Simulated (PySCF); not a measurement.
Sn(Me)4 (C₄H₁₂Sn), SMILES [CH3][Sn]([CH3])([CH3])[CH3].

Geometry optimised at B3LYP-D3(BJ)/def2-SVP. The isomer is the one that the SMILES or the coordinates give; other isomers of the formula were not compared. The def2 effective core potentials stand for the cores of Sn; spin–orbit coupling is left out.

The numbers are results of M06-2X/def2-TZVP (PySCF), not measurements.

Gas-phase values at a fixed geometry.

```json
{
 "total_energy": "-373.85174 hartree",
 "point_group": "Td",
 "highest_occupied_level": "-8.74 eV",
 "lowest_empty_level": "1.18 eV",
 "orbital_gap": "9.93 eV",
 "dipole_moment": "0.00 D",
 "quadrupole, principal values (traceless, Buckingham form, about the centre of nuclear charge)": "0.00, 0.00, 0.00 D·Å",
 "mean_static_polarisability": "90.5 bohr³ (13.42 Å³)",
 "polarisability_principal_values": "90.5, 90.5, 90.5 bohr³"
}
```
